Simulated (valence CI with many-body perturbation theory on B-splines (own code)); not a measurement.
# E1 line list for Nd55+

Calculated by relativistic CI+MBPT: three valence electrons over a frozen Dirac-Fock core [He], a basis of 11 s, 11 p, 9 d, 7 f, 5 g, 2 h, 1 i functions for each j, with the one-electron correlation potential Σ1 (screened to all orders), the two-electron term Σ2, the three-electron term Σ3, Breit, model QED; selected single and double excitations, second order for the rest (own B-spline code, finite nucleus).

No measured spectrum was set against this ion. As an estimate, large intervals hold to a few tenths of a per cent, small ones and those within an open d or f shell to about a per cent.

Lines 101 to 150 of 280 in falling wavelength, among levels below 63154 × 10³ cm⁻¹, chosen from the strongest by gf and those to the six lowest levels. Wavelengths and rates use the calculated energies. Electric multipoles are in the length gauge, E1 and E2 with the static RPA response of the core. Weak lines are less certain than strong ones. Lines between different terms over intervals too small for the method are left out, as are lines whose strength nearly cancels. The highest levels of a list are the least certain.

Levels are named by their leading jj configuration (3d3/2^4 stands for four electrons in 3d with j = 3/2), which in mixed levels can hold well under half, so a name can repeat and another be missing. Letters in brackets count levels of one name in rising energy.

| λ vac (Å) | Upper | Lower | A (s⁻¹) | log gf | Branch % |
| --- | --- | --- | --- | --- | --- |
| 13.89 | (2p1/2 2p3/2^2) J=1/2 | (2s 2p1/2 2p3/2) J=3/2 [a] | 2.50e+10 | -2.84 | 0.8 |
| 9.250 | (2p1/2 2p3/2^2) J=3/2 | (2s 2p1/2^2) J=1/2 | 2.18e+10 | -2.95 | 0.8 |
| 9.002 | (2s 2p3/2^2) J=3/2 | (2s^2 2p1/2) J=1/2 | 2.49e+10 | -2.92 | 0.9 |
| 2.101 | (2s 2p1/2 3s) J=1/2 [a] | (2s 2p1/2 2p3/2) J=1/2 | 2.87e+12 | -2.42 | 2.9 |
| 2.094 | (2s 2p1/2 3s) J=3/2 | (2s 2p1/2 2p3/2) J=1/2 | 1.92e+12 | -2.30 | 1.8 |
| 2.091 | (2s^2 3p1/2) J=1/2 | (2s 2p1/2 2p3/2) J=3/2 [a] | 8.11e+11 | -2.97 | 18.8 |
| 2.089 | (2p1/2 2p3/2 3s) J=5/2 | (2p1/2 2p3/2^2) J=5/2 | 3.29e+13 | -0.89 | 34.8 |
| 2.085 | (2s 2p1/2 3s) J=1/2 [b] | (2s 2p1/2 2p3/2) J=1/2 | 2.95e+13 | -1.41 | 37.5 |
| 2.075 | (2s 2p3/2 3s) J=5/2 | (2s 2p3/2^2) J=5/2 | 4.05e+13 | -0.80 | 54.2 |
| 2.074 | (2s 2p1/2 3s) J=3/2 | (2s 2p1/2 2p3/2) J=5/2 | 6.34e+13 | -0.79 | 58.7 |
| 2.069 | (2s 2p1/2 3s) J=1/2 [a] | (2s 2p1/2 2p3/2) J=3/2 [a] | 7.41e+13 | -1.02 | 76.1 |
| 2.068 | (2s 2p3/2 3s) J=3/2 [a] | (2s 2p3/2^2) J=5/2 | 6.37e+13 | -0.79 | 51.7 |
| 2.067 | (2s^2 3s) J=1/2 | (2s^2 2p3/2) J=3/2 | 8.10e+13 | -0.98 | 74.4 |
| 2.062 | (2s 2p1/2 3s) J=3/2 | (2s 2p1/2 2p3/2) J=3/2 [a] | 5.20e+12 | -1.88 | 4.8 |
| 2.054 | (2s 2p1/2 3s) J=1/2 [b] | (2s 2p1/2 2p3/2) J=3/2 [a] | 1.64e+12 | -2.68 | 2.1 |
| 2.045 | (2s^2 3p3/2) J=3/2 | (2s 2p1/2 2p3/2) J=5/2 | 7.57e+11 | -2.72 | 8.0 |
| 2.033 | (2s^2 3p3/2) J=3/2 | (2s 2p1/2 2p3/2) J=3/2 [a] | 4.48e+11 | -2.95 | 4.7 |
| 2.009 | (2s 2p1/2 3d3/2) J=3/2 [a] | (2s 2p1/2 2p3/2) J=1/2 | 3.87e+12 | -2.03 | 2.2 |
| 2.005 | (2p1/2^2 3p1/2) J=1/2 | (2s 2p1/2 2p3/2) J=1/2 | 3.05e+12 | -2.43 | 0.4 |
| 1.999 | (2p1/2^2 3d3/2) J=3/2 | (2p1/2^2 2p3/2) J=3/2 | 1.11e+14 | -0.57 | 90.9 |
| 1.997 | (2p1/2 2p3/2 3d5/2) J=3/2 | (2p1/2 2p3/2^2) J=1/2 | 5.60e+13 | -0.87 | 9.9 |
| 1.996 | (2s 2p1/2 3d3/2) J=3/2 [b] | (2s 2p1/2 2p3/2) J=1/2 | 3.33e+12 | -2.10 | 0.4 |
| 1.993 | (2s 2p1/2 3d3/2) J=1/2 | (2s 2p1/2 2p3/2) J=1/2 | 5.04e+13 | -1.22 | 12.2 |
| 1.992 | (2s 2p3/2 3d5/2) J=5/2 [a] | (2s 2p3/2^2) J=3/2 | 6.45e+13 | -0.64 | 11.7 |
| 1.992 | (2s 2p3/2 3d5/2) J=3/2 [a] | (2s 2p3/2^2) J=3/2 | 5.77e+13 | -0.86 | 12.3 |
| 1.992 | (2p1/2 2p3/2 3d3/2) J=3/2 [b] | (2p1/2 2p3/2^2) J=5/2 | 7.62e+13 | -0.74 | 10.0 |
| 1.992 | (2s 2p3/2 3d5/2) J=3/2 [a] | (2s 2p3/2^2) J=1/2 | 7.45e+13 | -0.75 | 15.9 |
| 1.991 | (2s 2p1/2 3d3/2) J=3/2 [a] | (2s 2p1/2 2p3/2) J=5/2 | 3.10e+12 | -2.13 | 1.8 |
| 1.991 | (2s 2p1/2 3d5/2) J=5/2 [a] | (2s 2p1/2 2p3/2) J=3/2 [b] | 6.10e+13 | -0.66 | 9.1 |
| 1.988 | (2s 2p1/2 3p1/2) J=1/2 [b] | (2s^2 2p3/2) J=3/2 | 1.20e+12 | -2.85 | 1.2 |
| 1.985 | (2s 2p3/2 3d5/2) J=1/2 | (2s 2p3/2^2) J=1/2 | 6.18e+14 | -0.14 | 71.7 |
| 1.983 | (2s 2p1/2 3d3/2) J=5/2 | (2s 2p1/2 2p3/2) J=5/2 | 1.14e+14 | -0.40 | 83.0 |
| 1.983 | (2p1/2 2p3/2 3d5/2) J=5/2 [a] | (2p1/2 2p3/2^2) J=5/2 | 1.92e+14 | -0.17 | 28.8 |
| 1.982 | (2s 2p3/2 3d3/2) J=3/2 [b] | (2s 2p3/2^2) J=3/2 | 2.38e+14 | -0.25 | 29.5 |
| 1.982 | (2s 2p3/2 3d3/2) J=3/2 [b] | (2s 2p3/2^2) J=1/2 | 2.01e+14 | -0.32 | 24.9 |
| 1.981 | (2s 2p3/2 3d3/2) J=1/2 [b] | (2s 2p3/2^2) J=3/2 | 1.29e+14 | -0.82 | 22.4 |
| 1.981 | (2p1/2^2 3d5/2) J=5/2 | (2p1/2^2 2p3/2) J=3/2 | 6.14e+14 | 0.34 | 99.5 |
| 1.980 | (2s 2p1/2 3d5/2) J=5/2 [b] | (2s 2p1/2 2p3/2) J=3/2 [b] | 5.08e+14 | 0.25 | 79.9 |
| 1.980 | (2s 2p1/2 3d5/2) J=3/2 | (2s 2p1/2 2p3/2) J=3/2 [b] | 1.09e+14 | -0.59 | 17.1 |
| 1.980 | (2s 2p1/2 3d3/2) J=3/2 [a] | (2s 2p1/2 2p3/2) J=3/2 [a] | 5.39e+13 | -0.90 | 30.9 |
| 1.980 | (2s 2p1/2 3d5/2) J=3/2 | (2s 2p1/2 2p3/2) J=1/2 | 4.95e+14 | 0.07 | 77.7 |
| 1.980 | (2s 2p3/2 3d3/2) J=5/2 [a] | (2s 2p3/2^2) J=5/2 | 4.17e+13 | -0.83 | 13.2 |
| 1.979 | (2s 2p3/2 3d3/2) J=3/2 [a] | (2s 2p3/2^2) J=5/2 | 8.98e+13 | -0.68 | 19.2 |
| 1.978 | (2s 2p1/2 3d3/2) J=3/2 [b] | (2s 2p1/2 2p3/2) J=5/2 | 2.62e+13 | -1.21 | 3.0 |
| 1.978 | (2p1/2 2p3/2 3d5/2) J=5/2 [b] | (2p1/2 2p3/2^2) J=5/2 | 3.36e+14 | 0.07 | 34.5 |
| 1.977 | (2p1/2 2p3/2 3d5/2) J=3/2 | (2p1/2 2p3/2^2) J=3/2 | 4.31e+14 | 0.00 | 76.1 |
| 1.976 | (2p1/2 2p3/2 3d5/2) J=5/2 [a] | (2p1/2 2p3/2^2) J=3/2 | 4.42e+14 | 0.19 | 66.4 |
| 1.976 | (2p1/2 2p3/2 3d5/2) J=7/2 [b] | (2p1/2 2p3/2^2) J=5/2 | 1.02e+15 | 0.68 | 99.7 |
| 1.976 | (2p1/2^2 3p1/2) J=1/2 | (2s 2p1/2 2p3/2) J=3/2 [a] | 4.69e+12 | -2.26 | 0.6 |
| 1.974 | (2s^2 3d3/2) J=3/2 | (2s^2 2p3/2) J=3/2 | 1.18e+14 | -0.56 | 17.3 |
